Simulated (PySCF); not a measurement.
Hf(Cl)2(OH) (Cl2HHfO), SMILES [OH][Hf]([Cl])[Cl] (connectivity only; charge and spin as stated), neutral, multiplicity 2.

The structure is a stationary point at B3LYP-D3(BJ)/def2-SVP. The multiplicity is an assumed one; other spin states were not compared. The isomer is the one that the SMILES or the coordinates give; other isomers of the formula were not compared. The def2 effective core potentials stand for the cores of Hf; spin–orbit coupling is left out. Other conformers were not sampled.

Two levels are set side by side: PBE/def2-TZVPD (PySCF) and PBE0/def2-TZVPD (PySCF). Same geometry, gas phase. Differences are taken from unrounded values.

| quantity | PBE0 |
|---|---|
| α-spin orbital gap (eV) | 3.93 |
| β-spin orbital gap (eV) | 7.13 |
| dipole moment (D) | 2.82 |
| mean polarisability (bohr³) | 79.5 |

Q: What does PBE give, and how far is it from PBE0? (Estimate from the structure and the level; the computed values follow.)

A: 
```
quantity                      PBE  PBE minus PBE0
---------------------------  ----  --------------
α-spin orbital gap (eV)      1.86           -2.07
β-spin orbital gap (eV)      4.88           -2.25
dipole moment (D)            2.78           -0.04
mean polarisability (bohr³)  85.2             5.7
```

Loosely held outer electrons make PBE densities more polarisable. Differences between two approximate levels are no errors against the true value.

Rough cost on one machine, each run with all the roots and properties that it gave: PBE0 against PBE within a factor of 2.
